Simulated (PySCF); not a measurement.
Br₂GaHO, SMILES [OH][Ga]([Br])[Br].

The structure is a stationary point at PBE0-D3(BJ)/def2-SVP. The structure was generated by enumeration; whether it is a known compound was not checked. One conformer was computed; it need not be the lowest.

All values below come from PySCF 2.14.0 with PBE0-D3(BJ)/def2-SVP.

Frequencies are harmonic and unscaled.

**Question.** Give all harmonic wavenumbers and intensities. (The exact figures need the calculation; the answer reports its results.)

**Answer.** 
| mode | ν (cm⁻¹) | IR (km/mol) | moving atoms (share of kinetic energy) |
|---|---|---|---|
| 1 | 87 | 2.4 | Br 68 %, Ga 26 % |
| 2 | 143 | 9.0 | Ga 57 %, O 31 %, Br 9 % |
| 3 | 153 | 14.9 | O 70 %, Br 15 %, H 11 % |
| 4 | 272 | 7.7 | Br 67 %, Ga 25 % |
| 5 | 350 | 114.4 | H 91 %, O 8 % |
| 6 | 356 | 72.1 | Ga 63 %, Br 36 % |
| 7 | 733 | 107.0 | O 80 %, Ga 19 % |
| 8 | 822 | 99.0 | H 91 % |
| 9 | 3899 | 103.5 | H 94 % |
